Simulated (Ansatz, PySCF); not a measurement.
Process, species as SMILES: F[SiH3] → F[SiH2] + H atom (the H-Si bond at the site shown breaks; other sites are not compared here)
Geometries: B3LYP-D3(BJ)/def2-TZVP minima from Ansatz (an electronic-structure program). Frequencies are from Ansatz or PySCF.

Quantity: bond dissociation energy (0 K, with B3LYP-D3(BJ) harmonic zero-point energies), in kcal/mol. Cores are frozen in the correlated levels unless marked. Open shells are spin-unrestricted. No spin-orbit coupling. No relativistic terms. CBS(X,Y): correlation extrapolated as X^-3; Hartree-Fock from the larger set (for Q and 5 zeta extrapolated as (X+1)exp(-9√X)).

```tsv
level	program	bond dissociation energy (kcal/mol)
B3LYP/def2-TZVPD	Ansatz	…
PBE0/def2-TZVP	Ansatz	87.4
SCS-MP2/6-31G*	Ansatz	83.5
CCSD(T)/CBS(cc-pV(Q+d)Z,cc-pV(5+d)Z)	Ansatz	…
```

Q: What belongs in the gaps?

A: 
- B3LYP/def2-TZVPD, bond dissociation energy (kcal/mol): 90.5
- CCSD(T)/CBS(cc-pV(Q+d)Z,cc-pV(5+d)Z), bond dissociation energy (kcal/mol): 93.1
